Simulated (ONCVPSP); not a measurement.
# lanthanum (La): ONCV pseudisation with LDA (Perdew-Wang 92), scalar-relativistic reference atom.

ONCVPSP 4.0.1 was run on this input:

```
# ATOM AND REFERENCE CONFIGURATION
# atsym  z   nc   nv     iexc    psfile
  La 57.00    9    5  -001012      upf
#
#   n    l    f
    1    0    2.00
    2    0    2.00
    2    1    6.00
    3    0    2.00
    3    1    6.00
    3    2   10.00
    4    0    2.00
    4    1    6.00
    4    2   10.00
    5    0    2.00
    5    1    6.00
    5    2    1.00
    6    0    1.00
    6    1    1.00
#
# PSEUDOPOTENTIAL AND OPTIMIZATION
# lmax
    3
#
#   l,   rc,      ep,       ncon, nbas, qcut
    0    2.45    0.00    4    8    5.30
    1    2.55    0.00    3    7    6.40
    2    2.50    0.00    4    8    4.10
    3    2.25    0.21    5    8    5.40
#
# LOCAL POTENTIAL
# lloc, lpopt,  rc(5),   dvloc0
    4    5    1.80    6.00
#
# VANDERBILT-KLEINMAN-BYLANDER PROJECTORs
# l, nproj, debl
    0    2    1.80
    1    2    1.50
    2    2    1.50
    3    3    0.60
#
# MODEL CORE CHARGE
# icmod, fcfact, rcfact
    4    0.50    0.00
#
# LOG DERIVATIVE ANALYSIS
# epsh1, epsh2, depsh
   -3.00    5.00    0.02
#
# OUTPUT GRID
# rlmax, drl
    6.00    0.01
#
# TEST CONFIGURATIONS
# ncnf
    4
# nvcnf
#   n    l    f
    5
    5    0    2.00
    5    1    6.00
    5    2    1.00
    6    0    2.00
    6    1    0.00
#
    5
    5    0    2.00
    5    1    6.00
    5    2    1.00
    6    0    1.00
    6    1    0.00
#
    5
    5    0    2.00
    5    1    6.00
    5    2    1.00
    6    0    0.00
    6    1    0.00
#
    6
    5    0    2.00
    5    1    6.00
    5    2    1.00
    6    0    0.00
    6    1    0.00
    4    3    1.00
#
```

Command:

```bash
oncvpsp.x < La.dat > La.out
```

Output (shortened: citation, most of the input echo, consistency checks and plot data are left out):

```
ONCVPSP  (Optimized Norm-Conservinng Vanderbilt PSeudopotential)
scalar-relativistic version 4.0.1

#   n    l    f        energy (Ha)
    1    0    2.00    -1.4226881E+03
    2    0    2.00    -2.2655276E+02
    2    1    6.00    -2.0315696E+02
    3    0    2.00    -4.8473059E+01
    3    1    6.00    -4.1001529E+01
    3    2   10.00    -3.0238002E+01
    4    0    2.00    -9.8088774E+00
    4    1    6.00    -7.3769391E+00
    4    2   10.00    -3.8571920E+00
    5    0    2.00    -1.4766754E+00
    5    1    6.00    -8.6613296E-01
    5    2    1.00    -1.5042052E-01
    6    0    1.00    -1.6334680E-01
    6    1    1.00    -7.0713582E-02

Reference configufation results
  iterations    24
  all-electron total energy (Ha)   -8.48678209D+03

Begin loop to  construct optimized pseudo wave functions
and semi-local pseudopoentials for all angular momenta

Calculating optimized projector #   1

 for l=   0

    Fraction of norm inside rc  0.946252
    Optimizing pswf for qcut=   5.29 a_B^-1,  ecut=  14.01 Ha
    Residual kinetic energy error=  6.57D-07 Ha

    Energy error per electron        Cutoff
         Ha          eV             Ha
         0.01000     0.27211        6.73
         0.00100     0.02721        9.14
         0.00010     0.00272       10.97
         0.00001     0.00027       12.47

Calculating optimized projector #   2

 for l=   0

    Fraction of norm inside rc  0.073183
    Optimizing pswf for qcut=   5.29 a_B^-1,  ecut=  14.01 Ha
    Residual kinetic energy error=  9.63D-07 Ha

    Energy error per electron        Cutoff
         Ha          eV             Ha
         0.01000     0.27211        5.20
         0.00100     0.02721        8.46
         0.00010     0.00272       10.72
         0.00001     0.00027       12.49

Calculating optimized projector #   1

 for l=   1

    Fraction of norm inside rc  0.882889
    Optimizing pswf for qcut=   6.40 a_B^-1,  ecut=  20.51 Ha
    Residual kinetic energy error=  2.29D-08 Ha

    Energy error per electron        Cutoff
         Ha          eV             Ha
         0.01000     0.27211        5.96
         0.00100     0.02721       10.98
         0.00010     0.00272       13.88
         0.00001     0.00027       16.03

Calculating optimized projector #   2

 for l=   1

    Fraction of norm inside rc  0.036928
    Optimizing pswf for qcut=   6.40 a_B^-1,  ecut=  20.51 Ha
    Residual kinetic energy error=  3.32D-09 Ha

    Energy error per electron        Cutoff
         Ha          eV             Ha
         0.01000     0.27211        2.61
         0.00100     0.02721        7.16
         0.00010     0.00272       11.69
         0.00001     0.00027       14.55

   Wellstate for l =  2  n =  7
     eigenvalue =   1.3496
     asymptotic potential =   1.8496
     half-point radius =  5.1878

Calculating optimized projector #   1

 for l=   2

    Fraction of norm inside rc  0.437465
    Optimizing pswf for qcut=   4.10 a_B^-1,  ecut=   8.39 Ha
    Residual kinetic energy error=  9.00D-06 Ha

    Energy error per electron        Cutoff
         Ha          eV             Ha
         0.01000     0.27211        4.21
         0.00100     0.02721        5.86
         0.00010     0.00272        7.13
         0.00001     0.00027        8.80

Calculating optimized projector #   2

 for l=   2

    Fraction of norm inside rc  0.134551
    Optimizing pswf for qcut=   4.10 a_B^-1,  ecut=   8.39 Ha
    Residual kinetic energy error=  1.06D-04 Ha

    Energy error per electron        Cutoff
         Ha          eV             Ha
         0.01000     0.27211        5.32
         0.00100     0.02721        6.97
         0.00010     0.00272        8.73
         0.00001     0.00027       12.69

WARNING wellstate: localized bound state found for n= 4 l= 3
WARNING this state with energy -0.20936685
WARNING will be used for the first projector

   Wellstate for l =  3  n =  5
     eigenvalue =   0.3906
     asymptotic potential =   0.8906
     half-point radius =  5.6272

   Wellstate for l =  3  n =  6
     eigenvalue =   0.9906
     asymptotic potential =   1.4906
     half-point radius =  5.6260

Calculating optimized projector #   1

 for l=   3

    Fraction of norm inside rc  0.931051
    Optimizing pswf for qcut=   5.40 a_B^-1,  ecut=  14.61 Ha
    Residual kinetic energy error=  1.32D-01 Ha

    Energy error per electron        Cutoff
         Ha          eV             Ha
         0.01000     0.27211       43.58
         0.00100     0.02721       51.20
         0.00010     0.00272       57.14
         0.00001     0.00027       70.16

Calculating optimized projector #   2

 for l=   3

    Fraction of norm inside rc  0.081703
    Optimizing pswf for qcut=   5.40 a_B^-1,  ecut=  14.61 Ha
    Residual kinetic energy error=  4.08D-02 Ha

    Energy error per electron        Cutoff
         Ha          eV             Ha
         0.01000     0.27211       17.49
         0.00100     0.02721       32.69
         0.00010     0.00272       53.48
         0.00001     0.00027       60.57

Calculating optimized projector #   3

 for l=   3

    Fraction of norm inside rc  0.146127
    Optimizing pswf for qcut=   5.40 a_B^-1,  ecut=  14.61 Ha
    Residual kinetic energy error=  1.03D-01 Ha

    Energy error per electron        Cutoff
         Ha          eV             Ha
         0.01000     0.27211       35.94
         0.00100     0.02721       75.44
         0.00010     0.00272       84.48
         0.00001     0.00027       90.53

Construct Vanderbilt / Kleinmman-Bylander projectors

B matrix Hermiticity error, ll=   0
   1   2    9.2217E-05

  Orthonormal projector coefficients  2.7527E+00 -1.0846E+00

B matrix Hermiticity error, ll=   1
   1   2    3.5224E-05

  Orthonormal projector coefficients -9.4126E-01  7.6816E-01

B matrix Hermiticity error, ll=   2
   1   2   -8.3508E-05

  Orthonormal projector coefficients -1.3658E+00  2.5906E-01

B matrix Hermiticity error, ll=   3
   1   2    6.1208E-05
   1   3   -1.2293E-04
   2   3    2.4889E-05

  Orthonormal projector coefficients -4.3781E+01 -9.6104E+00 -5.1041E+00

Model core correction analysis
  based on d2Exc/dn_idn_j

d2excae - all-electron derivatives

   -2.347626D-02   -2.092227D-02   -9.678483D-03   -2.216760D-03
   -1.121135D-03
   -2.092230D-02   -2.090714D-02   -1.283900D-02   -3.612914D-03
   -1.487472D-03
   -9.678406D-03   -1.283868D-02   -1.720052D-02   -1.343690D-02
   -7.588250D-03
   -2.216665D-03   -3.612393D-03   -1.343309D-02   -2.175537D-02
   -1.744094D-02
   -1.121160D-03   -1.487408D-03   -7.585184D-03   -1.743664D-02
   -2.119773D-02

d2excps - pseudofunction derivatives with no core correction

   -3.402610D-02   -2.707028D-02   -1.128807D-02   -3.354010D-03
   -1.606276D-03
   -2.707110D-02   -2.526068D-02   -1.417566D-02   -4.212278D-03
   -1.801987D-03
   -1.128825D-02   -1.417546D-02   -1.766437D-02   -1.357063D-02
   -7.673067D-03
   -3.354202D-03   -4.211802D-03   -1.356683D-02   -2.188123D-02
   -1.748975D-02
   -1.606410D-03   -1.801952D-03   -7.670003D-03   -1.748546D-02
   -2.122149D-02

rms 2nd derivative error    2.958888E-03

rmatch, rhocmatch    1.2148    3.2594

Coarse scan for minimum error
  matrix elements: rms 2nd-derivative errors (mHa)
  column index : amplitude prefactor to rhocmatch
  row index : scale prefactor to rmatch

         1.500  2.000  2.500  3.000  3.500  4.000  4.500  5.000  5.500  6.000

  1.0    2.322  2.192  2.078  1.977  1.885  1.802  1.725  1.653  1.586  1.523
  1.1    2.126  1.952  1.801  1.666  1.545  1.434  1.332  1.238  1.150  1.067
  1.2    1.900  1.677  1.483  1.311  1.156  1.015  0.885  0.766  0.656  0.555
  1.3    1.647  1.370  1.129  0.915  0.724  0.551  0.395  0.258  0.154  0.138
  1.4    1.370  1.035  0.744  0.488  0.262  0.091  0.175  0.342  0.504  0.656
  1.5    1.076  0.682  0.346  0.102  0.259  0.494  0.713  0.916  1.103  1.278
  1.6    0.775  0.341  0.188  0.468  0.763  1.033  1.280  1.507  1.715  1.908
  1.7    0.493  0.258  0.584  0.948  1.279  1.577  1.847  2.093  2.318  2.525
  1.8    0.341  0.586  1.026  1.430  1.790  2.112  2.400  2.661  2.899  3.116
  1.9    0.491  0.977  1.470  1.906  2.289  2.628  2.930  3.202  3.447  3.671

Nelder-Mead iteration
 converged in  12 steps
amplitude prefactor, scale prefactor
    3.6367    1.4383

Optimized Teter model core charge

d2excps - pseudofunction derivatives with core correction

   -2.358352D-02   -2.078661D-02   -9.752738D-03   -2.384149D-03
   -1.165090D-03
   -2.078658D-02   -2.088182D-02   -1.292825D-02   -3.697640D-03
   -1.521476D-03
   -9.752605D-03   -1.292789D-02   -1.721731D-02   -1.346512D-02
   -7.605140D-03
   -2.384049D-03   -3.697115D-03   -1.346132D-02   -2.177706D-02
   -1.744856D-02
   -1.165106D-03   -1.521408D-03   -7.602074D-03   -1.744427D-02
   -2.120107D-02

rms 2nd derivative error    7.887342E-05

Pseudoatom total energy  -31.943648

Diagnostic tests using Vanderbilt-Kleinman-Bylander pseudopotentials
  1 or more projectors used as specified by nproj input data

   l    rcore       rmatch      e in        delta e   norm test  slope test

   0   2.4607116   2.5354241  -1.4766754   0.0000005   1.0001119   1.0001077
   0   2.4607116   2.5354241  -0.1633468   0.0000012   1.0000210   1.0000175

   1   2.5506367   2.6280795  -0.8661330  -0.0000017   1.0000774   1.0000799
   1   2.5506367   2.6280795  -0.0707136   0.0000010   1.0000293   1.0000218

   2   2.5052707   2.5813362  -0.1504205   0.0000006   1.0000299   1.0000344
   2   2.5052707   2.5813362   1.3495795   0.0000094   1.0001727   1.0001727

   3   2.2630231   2.3317334  -0.2093669  -0.0000003   1.0001612   1.0001647
   3   2.2630231   2.3317334   0.3906331   0.0000077   1.0001920   1.0001920
   3   2.2630231   2.3317334   0.9906331   0.0000167   1.0002356   1.0002356

 Testing for bound ghosts
   n   l    E NL Schr. Eq   E Basis Diag.   E Cutoff

   1   0       -1.476675       -1.476668     43.69
   2   0       -0.163346       -0.145511     43.69

   2   1       -0.866135       -0.866078     34.39
   3   1       -0.070713       -0.026370     34.39

   3   2       -0.150420       -0.147409     54.76

       3                       -0.209210     96.55  WARNING - GHOST(-)

 Testing for highly-localized positive-energy ghosts
       l    <radius>/rc     E Basis Diag.   E Cutoff

       3        0.533897        1.266032     96.55  WARNING - GHOST(+)

       3        0.413405       29.361304     96.55  WARNING - GHOST(+)

       3        0.461726       53.050184     96.55  WARNING - GHOST(+)

Test configuration 0

   n   l     f        eae           eps        diff
   1   0  2.0000-1422.68813994
   2   0  2.0000 -226.55275988
   2   1  6.0000 -203.15695918
   3   0  2.0000  -48.47305936
   3   1  6.0000  -41.00152882
   3   2 10.0000  -30.23800200
   4   0  2.0000   -9.80887737
   4   1  6.0000   -7.37693906
   4   2 10.0000   -3.85719200
   5   0  2.0000   -1.47667542   -1.47667492    5.04D-07
   5   1  6.0000   -0.86613296   -0.86613465   -1.68D-06
   5   2  1.0000   -0.15042052   -0.15041995    5.72D-07
   6   0  1.0000   -0.16334680   -0.16334560    1.20D-06
   6   1  1.0000   -0.07071358   -0.07071260    9.80D-07

    Total energies and differences
      AE_ref= -8.48678209D+03  AE_tst= -8.48678209D+03  dif=  0.00D+00
      PS_ref= -3.19436482D+01  PS_tst= -3.19436482D+01  dif=  7.11D-15
      PSP excitation error= -7.11D-15

Test configuration 1

   n   l     f        eae           eps        diff
   1   0  2.0000-1422.64643544
   2   0  2.0000 -226.51120768
   2   1  6.0000 -203.11544790
   3   0  2.0000  -48.43135200
   3   1  6.0000  -40.95983079
   3   2 10.0000  -30.19632039
   4   0  2.0000   -9.76725850
   4   1  6.0000   -7.33535285
   4   2 10.0000   -3.81567824
   5   0  2.0000   -1.43585263   -1.43559037    2.62D-04
   5   1  6.0000   -0.82606748   -0.82603699    3.05D-05
   5   2  1.0000   -0.11774910   -0.11780732   -5.82D-05
   6   0  2.0000   -0.14012889   -0.14010738    2.15D-05

    Total energies and differences
      AE_ref= -8.48678209D+03  AE_tst= -8.48687239D+03  dif= -9.03D-02
      PS_ref= -3.19436482D+01  PS_tst= -3.20339351D+01  dif= -9.03D-02
      PSP excitation error= -9.05D-06

Test configuration 2

   n   l     f        eae           eps        diff
   1   0  2.0000-1422.86569112
   2   0  2.0000 -226.72973320
   2   1  6.0000 -203.33400137
   3   0  2.0000  -48.64989461
   3   1  6.0000  -41.17837119
   3   2 10.0000  -30.41482674
   4   0  2.0000   -9.98548351
   4   1  6.0000   -7.55351775
   4   2 10.0000   -4.03369482
   5   0  2.0000   -1.65234494   -1.65245096   -1.06D-04
   5   1  6.0000   -1.04149987   -1.04153414   -3.43D-05
   5   2  1.0000   -0.31919522   -0.31917549    1.97D-05
   6   0  1.0000   -0.31597326   -0.31598008   -6.82D-06

    Total energies and differences
      AE_ref= -8.48678209D+03  AE_tst= -8.48664609D+03  dif=  1.36D-01
      PS_ref= -3.19436482D+01  PS_tst= -3.18076176D+01  dif=  1.36D-01
      PSP excitation error= -3.19D-05

Test configuration 3

   n   l     f        eae           eps        diff
   1   0  2.0000-1423.12150681
   2   0  2.0000 -226.98449217
   2   1  6.0000 -203.58879519
   3   0  2.0000  -48.90456942
   3   1  6.0000  -41.43304208
   3   2 10.0000  -30.66946812
   4   0  2.0000  -10.23942018
   4   1  6.0000   -7.80733226
   4   2 10.0000   -4.28722561
   5   0  2.0000   -1.90249656   -1.90323464   -7.38D-04
   5   1  6.0000   -1.28919513   -1.28937677   -1.82D-04
   5   2  1.0000   -0.54617295   -0.54604766    1.25D-04

    Total energies and differences
      AE_ref= -8.48678209D+03  AE_tst= -8.48623645D+03  dif=  5.46D-01
      PS_ref= -3.19436482D+01  PS_tst= -3.13978670D+01  dif=  5.46D-01
      PSP excitation error= -1.42D-04

Test configuration 4

   n   l     f        eae           eps        diff
   1   0  2.0000-1422.57534927
   2   0  2.0000 -226.41477871
   2   1  6.0000 -203.02290087
   3   0  2.0000  -48.29833597
   3   1  6.0000  -40.82769259
   3   2 10.0000  -30.06759665
   4   0  2.0000   -9.65512156
   4   1  6.0000   -7.22994325
   4   2 10.0000   -3.72351429
   5   0  2.0000   -1.46828033   -1.46554400    2.74D-03
   5   1  6.0000   -0.88573433   -0.88203721    3.70D-03
   5   2  1.0000   -0.23177185   -0.22820362    3.57D-03
   4   3  1.0000   -0.14330042   -0.18670557   -4.34D-02

    Total energies and differences
      AE_ref= -8.48678209D+03  AE_tst= -8.48661285D+03  dif=  1.69D-01
      PS_ref= -3.19436482D+01  PS_tst= -3.18013009D+01  dif=  1.42D-01
      PSP excitation error=  2.69D-02
```

The run took about 13 s on one core of a shared server CPU.
